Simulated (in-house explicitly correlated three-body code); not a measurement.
Computed with an exponentially correlated three-body code. Model: two electrons around a point charge, non-relativistic, variational in 260 exponentially correlated functions (energies converged to about 1e-7 hartree, or 1e-8 relative for large Z).

Command:
```bash
python run_hyl.py task.json out
```
Settings (lengths in bohr, energies in hartree):
```
Z                      8
nuclear_mass           500
interaction_strength   1
functions              260
states_tried           13
```

Cost of the run: 27 s on 1 thread of Intel(R) Xeon(R) Platinum 8375C CPU @ 2.90GHz (Ice Lake), on a shared host.

**Those bound S and P states to n = 4 that converged, binding against the one-electron ion.**

Given: nuclear charge 8; mass of the centre 500 electron masses.

Computed: one-electron threshold -31.9361277 hartree.

| term | energy (hartree) | binding (eV) |
| --- | --- | --- |
| 1 1S | -59.0366691 | 737.44 |
| 2 3S | -38.4675769 | 177.73 |
| 2 3P | -38.2007905 | 170.47 |
| 2 1S | -38.1822524 | 169.97 |
| 2 1P | -37.9914065 | 164.77 |
| 3 3S | ? | ? |
| 3 3P | -34.695958 | 75.099 |
| 3 1S | -34.6933676 | 75.028 |
| 3 1P | -34.6382698 | 73.529 |
| 4 3S | -33.5120655 | 42.883 |
| 4 3P | -33.482199 | 42.071 |
| 4 1S | ? | ? |
| 4 1P | -33.4584947 | 41.426 |

Q: What belongs in the row 3 3S?

A: energy (hartree): -34.7688367; binding (eV): 77.082.

Q: What belongs in the row 4 1S?

A: energy (hartree): -33.4815086; binding (eV): 42.052.

**Converged states only, values per electron or pair.**

```tsv
term	mean r (bohr)	mean r squared (bohr²)	mean inverse r (1/bohr)	mean r12 (bohr)	mean inverse r12 (1/bohr)	mean cosine	mean p1 dot p2 (bohr⁻²)	delta r1 (bohr⁻³)	delta r12 (bohr⁻³)
1 1S	0.19717	0.052166	7.6721	0.29087	4.6802	-0.015802	0.90175	148.93	15.792
2 3S	0.49805	0.40398	4.8962	0.83921	1.4039	-0.0051162	0.063949	89.066	-
2 3P	0.44172	0.31427	4.8783	0.73891	1.6518	-0.071055	-3.8921	80.276	-
2 1S	0.5144	0.43597	4.8744	0.86297	1.6259	-0.0081387	0.057475	88.519	2.6861
2 1P	0.45553	0.3372	4.8595	0.73944	1.7689	0.047634	3.6505	81.171	0.69187
3 3S	1.022	1.979	4.3888	1.869	0.68288	-0.0016531	0.014523	83.315	-
3 3P	?	?	?	?	?	?	?	?	-
3 1S	1.0459	2.0826	4.383	1.9147	0.74186	-0.0025401	0.015234	83.198	0.7837
3 1P	0.99332	1.8876	4.3788	1.8084	0.78354	0.011729	0.92522	81.023	0.22561
4 3S	1.7606	6.2723	4.2139	3.3405	0.3985	-0.00069217	0.0044552	81.962	-
4 3P	1.7205	6.0256	4.2118	3.2613	0.42483	-0.0067489	-0.35812	80.93	-
4 1S	?	?	?	?	?	?	?	?	?
4 1P	1.7462	6.2174	4.2098	3.3105	0.43974	0.0046558	0.36902	81.006	0.097989
```

Q: What belongs in the row 3 3P?

A: mean r (bohr): 0.97386; mean r squared (bohr²): 1.8078; mean inverse r (1/bohr): 4.3838; mean r12 (bohr): 1.7756; mean inverse r12 (1/bohr): 0.74813; mean cosine: -0.017163; mean p1 dot p2 (bohr⁻²): -0.91486; delta r1 (bohr⁻³): 80.823.

Q: What belongs in the row 4 1S?

A: mean r (bohr): 1.7924; mean r squared (bohr²): 6.5155; mean inverse r (1/bohr): 4.2116; mean r12 (bohr): 3.4033; mean inverse r12 (1/bohr): 0.4223; mean cosine: -0.0010681; mean p1 dot p2 (bohr⁻²): 0.0051527; delta r1 (bohr⁻³): 81.92; delta r12 (bohr⁻³): 0.32776.
